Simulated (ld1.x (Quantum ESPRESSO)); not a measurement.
# Varying the TM potential for ytterbium

Base potential:

ld1.x (Quantum ESPRESSO) 7.5 input, shortened:

```
&input
   title='Yb', zed=70., rel=1, dft='PZ', iswitch=3,
   config='[Xe] 4f14 5d0 6s2 6p0'
 /
 &inputp
   pseudotype=2, tm=.true., lloc=2,
   nlcc=.true., new_core_ps=.true., rcore=1.35
 /
3
5S  1  0   2.00   0.00  1.60  1.60  0.0
5P  2  1   6.00   0.00  1.45  1.45  0.0
5D  3  2   0.00   0.00  2.15  2.15  0.0
 &test
   configts(1)='5s2 5p6 5d0 6s2 6p0'
 /
```

Occupied shells without a wave of their own: 6s. They enter only through the test configuration that unscreens the potential, and ld1.x also counts them in the model core charge.

Cutoffs, loose and tight: the cutoffs (Ry, on a coarse ladder) from which the occupation-weighted sum of valence levels, in a spherical-Bessel basis at the reference potential, stays within 10 and 1 mRy of its value at 400 Ry. They do not see the model core or the augmentation charge, which bear on the density cutoff. Test errors are all-electron minus pseudo excitation energies from the reference, over the configurations 5s2 5p6 5d0 6s1 6p0; 5s2 5p6 5d0 6s0 6p0; 5s2 5p6 5d0 6s1.5 6p0; 5s1 5p6 5d0 6s2 6p0; 5s2 5p6 5d0.5 6s1.5 6p0; 5s2 5p6 5d1 6s0 6p0; 5s2 5p6 5d0 6s0 6p1 (two spin-polarised tests are not counted in the largest error). A dash means not determined; rows that change the core or the reference have their own tests.

With those shells counted twice in exchange and correlation these files are broken, and their errors move erratically; no question is asked of them.

| change | outcome | cutoff, loose | cutoff, tight | bound ghosts | largest test error (meV) |
| --- | --- | --- | --- | --- | --- |
| base | generated, misses its reference levels by 0.29 eV | 80 Ry | 100 Ry | none | +1707 |
| core correction none | generated, misses its reference levels by 0.29 eV | 80 Ry | 100 Ry | none | +1895 |
| core correction Bessel-smoothed model core inside 0.70 bohr | generated, misses its reference levels by 0.29 eV | 80 Ry | 100 Ry | none | +1704 |
| core correction Bessel-smoothed model core inside 0.92 bohr | generated, misses its reference levels by 0.29 eV | 80 Ry | 100 Ry | none | +1704 |
| core correction Bessel-smoothed model core inside 1.24 bohr | generated, misses its reference levels by 0.29 eV | 80 Ry | 100 Ry | none | +1706 |
| core correction Bessel-smoothed model core inside 1.46 bohr | generated, misses its reference levels by 0.29 eV | 80 Ry | 100 Ry | none | +1708 |
| core correction Bessel-smoothed model core inside 1.74 bohr | generated, misses its reference levels by 0.29 eV | 80 Ry | 100 Ry | none | +1712 |
